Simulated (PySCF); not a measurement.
B3LYP has the VWN-RPA correlation part, as in Gaussian. Delta-SCF ions had no search for a lower state. Excitations are Tamm–Dancoff values on a coarser integration grid. The basis has no diffuse functions, so Rydberg states are missing or too high.

Cartesian coordinates (Å):
```xyz
5

Br    -1.1060    -1.5542    -1.1139
Si     0.0000     0.0000     0.0000
Br    -1.0959     1.9140    -0.1223
Br     2.0113     0.2457    -0.8796
Br     0.1906    -0.6055     2.1158
```
Charge 0, multiplicity 1.

Task: Estimate the HOMO, HOMO–LUMO gap, dipole moment, LUMO, total energy, brightest of the four lowest singlets (TDA), S1 excitation (TDA) and vertical ionisation energy (Delta-SCF) that PySCF with B3LYP-D3(BJ)/def2-TZVP returns for this input.

Result: 
```
Quantity                                            Result
-------------------------------------------  -------------
HOMO                                              -8.42 eV
HOMO–LUMO gap                                      6.35 eV
dipole moment                                       0.00 D
LUMO                                              -2.07 eV
total energy                                 -288072.37 eV
brightest of the four lowest singlets (TDA)        6.17 eV
S1 excitation (TDA)                                5.36 eV
vertical ionisation energy (Delta-SCF)            10.34 eV
```
